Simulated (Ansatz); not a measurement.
Input file for C$_{2}$H$_{9}$BClNSi (`BN(CC)[SiH2]Cl`):

```yaml
crystal:
  periodic: [false, false, false]
  atoms:
    - {symbol: B, position_ang: [-1.142745, -1.301609, -0.659483]}
    - {symbol: N, position_ang: [-0.594277, -0.091648, -0.216727]}
    - {symbol: C, position_ang: [0.108782, -0.010414, 1.071875]}
    - {symbol: C, position_ang: [1.541098, -0.498040, 0.982281]}
    - {symbol: Si, position_ang: [-0.748936, 1.357981, -1.152274]}
    - {symbol: Cl, position_ang: [1.087151, 2.028748, -1.804043]}
    - {symbol: H, position_ang: [-1.678690, -1.347354, -1.728209]}
    - {symbol: H, position_ang: [-1.073794, -2.267698, 0.047083]}
    - {symbol: H, position_ang: [0.088214, 1.026033, 1.426879]}
    - {symbol: H, position_ang: [-0.445930, -0.604489, 1.802120]}
    - {symbol: H, position_ang: [1.567361, -1.541942, 0.661864]}
    - {symbol: H, position_ang: [2.028468, -0.427250, 1.957566]}
    - {symbol: H, position_ang: [2.114432, 0.093770, 0.266768]}
    - {symbol: H, position_ang: [-1.591241, 1.091697, -2.332451]}
    - {symbol: H, position_ang: [-1.281592, 2.441514, -0.294051]}
basis:
  gaussian: {orbitals: def2-SVP}
correlation: {method: ccsd_t}
```

```sh
$ ansatz run in.yaml --threads 4 --pin off --events-out ev --progress --plain --max-ram 11315MiB
```

Output of Ansatz, abridged:

```
Functional definition: HF
1367 factors; integrals over basis functions are off by at most 1.2e-3 eV
mean field evaluation 1: about -24712.6929 eV, gradient 3.3e1 eV
mean field evaluation 2: about -24712.7888 eV, gradient 3.3e1 eV
mean field evaluation 4: about -24715.9040 eV, gradient 4.5e0 eV
mean field evaluation 8: about -24715.9610 eV, gradient 1.0e-4 eV
mean field -24715.96099651 eV, -908.2948135417 hartree, gradient 3.5e-6 eV, S^2 0.000000; 0 other end points of the search recorded, 0 dependent functions left out
14 core orbitals not correlated: weight in the atoms' cores, before any rotation towards them, 1.000 or more for the frozen orbitals, at most 0.000 for the correlated occupied ones
reference -24715.96099651 eV, -908.2948135417 hartree; 18, 18 occupied and 105, 105 virtual orbitals, 1367 factors
second order -21.00075098 eV of doubles, -0.00000000 eV of singles
cycle   1  -22.33113207 eV  change    -1.3e0 eV  update   1.0e-1
cycle   2  -22.94650089 eV  change   -6.2e-1 eV  update   3.0e-2
cycle   3  -23.05020120 eV  change   -1.0e-1 eV  update   1.4e-2
cycle   4  -23.04421097 eV  change    6.0e-3 eV  update   4.5e-3
cycle   5  -23.04456193 eV  change   -3.5e-4 eV  update   1.9e-3
cycle   6  -23.04419472 eV  change    3.7e-4 eV  update   6.0e-4
cycle   7  -23.04405455 eV  change    1.4e-4 eV  update   1.8e-4
cycle   8  -23.04408612 eV  change   -3.2e-5 eV  update   5.6e-5
cycle   9  -23.04408381 eV  change    2.3e-6 eV  update   1.7e-5
perturbative correction -0.65159887 eV, -0.0239458167 hartree
Total energy: -24739.65667919 eV, -909.1656138186 hartree
```

Hardware: 4 threads of an Arm Neoverse V2 on a shared host. Wall time 15 s, peak host memory 0.97 GiB.

Correlation energy per correlated electron: -0.658 eV. T1 diagnostic: 0.0113.
